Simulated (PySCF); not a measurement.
**Predicted spectroscopic data**

PySCF calculation with J couplings at B3LYP/pcJ-1 (spin–dipole term left out of most H,H and C,H couplings), geometry from GFN2-xTB and shieldings: GIAO PBE0/pcSseg-1; one computed conformer, in vacuum, relativity neglected, fast rotation and ring inversion assumed for equivalent nuclei.

Shifts are taken against calculated references (same method and geometry level): 1H (σref 31.72) and 13C (σref 186.93) against TMS. Multiplet labels drop J under 1 Hz and among equivalent protons, and merge close values. Unscaled 3J(H,H) run several per cent high. Where no couplings were computed, multiplicities follow the n + 1 count of equivalent neighbours, and m marks all less simple cases (inequivalent or close neighbours, rings, F or P nearby). Shifts are as computed. Against solution values, carbons near 30 ppm lie about +3 ppm off and those near 130 ppm about +5 ppm. Of 1211 compounds with measured shifts, 218 miss one by over three times the rms of a fit or turn the order of signals round; such compounds aren't used in these exercises.

**1.** `InChI=1S/C4H10O3Si/c1-3(7-8)4(5)6-2/h3H,1-2,8H3/t3-/m0/s1`. 1H NMR (600 MHz, computed): δ 5.02 (s, 3H), 4.54 (q, 1H), 3.99 (s, 3H), 1.40 (d, 3H). 13C{1H} NMR (computed): δ 186.3 (C), 70.6 (CH), 54.6 (CH3), 23.9 (CH3).

**2.** SMILES C1=C(C#N)[C@@H]1C#C, C$_{6}$H$_{3}$N. 1H NMR (600 MHz, computed): δ 7.70 (s, 1H), 2.64 (d, J = 2.2 Hz, 1H), 1.28 (d, J = 2.2 Hz, 1H). 13C{1H} NMR (computed): δ 133.3 (CH), 114.5 (C), 108.5 (C), 90.3 (C), 71.9 (CH), 14.9 (CH).
